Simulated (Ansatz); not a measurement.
Mulliken charges of FH₅O₂Si₂, SMILES `O[SiH2][SiH](O)F` from PBE/def2-TZVPP in Ansatz (PBE0-D4/def2-TZVP geometry).

```tsv
atom	x (Å)	y (Å)	z (Å)	charge (e)
O1	-0.543	-2.016	0.386	-0.355
Si2	0.713	-0.942	0.330	0.293
Si3	-0.265	1.165	0.019	0.564
O4	-0.823	1.231	-1.517	-0.337
F5	0.874	2.274	0.241	-0.280
H6	-0.335	-2.944	0.498	0.186
H7	1.661	-1.255	-0.778	-0.075
H8	1.498	-0.959	1.598	-0.079
H9	-1.346	1.515	0.980	-0.106
H10	-1.434	1.929	-1.757	0.189
```

Task: By hand: the dipole of these point charges (1 e Å = 4.8032 D).

Result: Σ q r = (-0.149, -0.129, 0.003) e Å, of length 0.197 e Å = 0.95 D.

Task: How does the dipole of the full density compare? (Best estimate.)

Result: The calculation gave: (-0.186, -0.206, -0.009) e Å, 1.33 D; the point charges give 0.71 times that, at 8° from its direction.

Point charges leave out the atoms' own dipoles, such as those of lone pairs, and Mulliken's split depends on the basis, so the two needn't agree.
